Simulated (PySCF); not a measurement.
Structure problem from calculated spectra and properties.

Formula: C5H15B2N.

| Item | Value |
| --- | --- |
| NMR, other nuclei | isotropic shieldings of nuclei other than C and H, by class: 15 (1 B), 105 (1 B), 196 (1 N) ppm [GIAO PBE0/pcSseg-1] |
| Rotational structure | rotational constants A, B, C: 2.461, 2.153, 1.555 GHz [PBE0-D3(BJ)/def2-SVP] |
| UV, strongest line | among the 10 lowest singlet transitions: S6 at 7.20 eV (172 nm, f = 0.025) [TDDFT CAM-B3LYP/def2-SVPD] |
| 13C NMR | chemical shifts (computed TMS as zero) by class: 80.7 (1 C), 50.5 (1 C), 43.8 (1 C), 26.6 (1 C), 9.6 (1 C) ppm [GIAO PBE0/pcSseg-1] |
| Polarisability | 95.4 au [CAM-B3LYP/def2-SVPD] |
| 1H NMR | chemical shifts (computed TMS as zero) by class: 7.68 (2 H), 3.22 (1 H), 2.52 (3 H), 2.50 (1 H), 2.37 (1 H), 2.35 (3 H), 2.28 (1 H), 1.66 (1 H), 1.14 (1 H), 0.81 (1 H) ppm [GIAO PBE0/pcSseg-1] |

Gas-phase values; electronic properties from PySCF, density fitting. Levels stand in brackets. Isolated species at its PBE0-D3(BJ)/def2-SVP geometry (one conformer only). NMR values are class means; diastereotopic atoms form classes of their own.

Q: Propose a structure and show how it fits.

A: Numbering: `[BH2:1][C@@H:2]1[CH2:3][CH2:4][BH2-:5][N+:6]1([CH3:7])[CH3:8]`. 5 carbons fall into 5 classes; from least to most shielded: ring sp3 carbon bound to nitrogen [C2] (80.7 ppm), N-methyl carbon [C8] (50.5 ppm), N-methyl carbon [C7] (43.8 ppm), ring CH2 carbon [C3] (26.6 ppm), ring sp3 carbon bound to boron [C4] (9.6 ppm). Hydrogen classes from least to most shielded: 2 H on a three-coordinate boron, B1 (7.68 ppm), 1 H on an sp3 carbon bound to nitrogen, C2 (3.22 ppm), 3 H on an N-methyl carbon, C8 (2.52 ppm, a mean of values up to 0.6 ppm apart in this geometry), 1 H on a four-coordinate boron, B5 (2.50 ppm), 1 H on a four-coordinate boron, B5 (2.37 ppm), 3 H on an N-methyl carbon, C7 (2.35 ppm), 1 H on a ring CH2 carbon, C3 (2.28 ppm), 1 H on a ring CH2 carbon, C3 (1.66 ppm), 1 H on an sp3 carbon bound to boron, C4 (1.14 ppm), 1 H on an sp3 carbon bound to boron, C4 (0.81 ppm). The other shieldings belong to: 15 ppm, three-coordinate boron [B1]; 105 ppm, four-coordinate boron [B5]; 196 ppm, nitrogen bonded to B and 3 C [N6]. The optimised geometry has point group C1 and is an asymmetric top. Structure: `B[C@@H]1CC[BH2-][N+]1(C)C`. The assignments are read from this structure; whether some other isomer fits the data as well wasn't checked. The mirror image fits equally.
